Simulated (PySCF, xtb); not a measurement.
Ge(F)3(SiH3) (F3GeH3Si), SMILES [F][Ge]([F])([F])[SiH3].

GFN2-xTB in xtb at its own geometry gives an orbital gap of 4.52 eV and a dipole moment of 7.93 D.

The structure is a stationary point at B3LYP-D3(BJ)/def2-SVP. The structure was generated by enumeration, and PubChem lists no compound with its InChIKey, so it may never have been made.

**Question.** What does r2SCAN/def2-TZVP (PySCF) give? (The exact figures need the calculation; the answer reports its results.)

**Answer.** gap 7.25 eV (levels -8.72 and -1.47 eV), dipole 4.07 D.
